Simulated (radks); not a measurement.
Cu, configuration [Ar] 3d10 4s1 (the NIST ground configuration).

Method: Dirac Kohn-Sham, PBE, spin-unpolarised, spherical densities, finite nucleus; Fermi nuclear charge, rms radius 3.8823 fm; computed with a radial shooting solver on a logarithmic mesh with Libxc functionals.

Energy parts (hartree):
| part | energy |
|---|---|
| total | -1654.89433 |
| kinetic | 1683.56334 |
| electron-nucleus | -3989.06266 |
| Hartree | 718.19320 |
| exchange-correlation | -67.58821 |

Orbitals (lengths in bohr, moments of r in powers of bohr):
orbital	occ.	eigenvalue (hartree)	<r>	<1/r>	<r^4>	<r^2>	small-component weight
1s1/2	2	-325.1885	0.05213	29.16	0.00003438	0.003656	1.09e-02
2s1/2	2	-39.03149	0.2350	6.359	0.007402	0.06521	2.07e-03
2p1/2	2	-34.19133	0.2041	6.314	0.005328	0.05122	2.06e-03
2p3/2	4	-33.43811	0.2074	6.173	0.005623	0.05277	2.02e-03
3s1/2	2	-4.21411	0.7118	2.003	0.5640	0.5863	4.55e-04
3p1/2	2	-2.71433	0.7421	1.867	0.7627	0.6523	4.07e-04
3p3/2	4	-2.61950	0.7530	1.833	0.8096	0.6715	3.98e-04
3d3/2	4	-0.19119	1.040	1.376	9.163	1.549	2.48e-04
3d5/2	6	-0.18127	1.053	1.363	9.870	1.595	2.45e-04
4s1/2	1	-0.16941	2.936	0.4450	194.4	10.22	2.97e-05

The highest occupied level is 4s1/2 at -4.610 eV. Summed over all electrons, <r^2> = 31.60 bohr^2, which gives a Langevin (diamagnetic) susceptibility term of -25 x 10^-6 cm^3/mol.
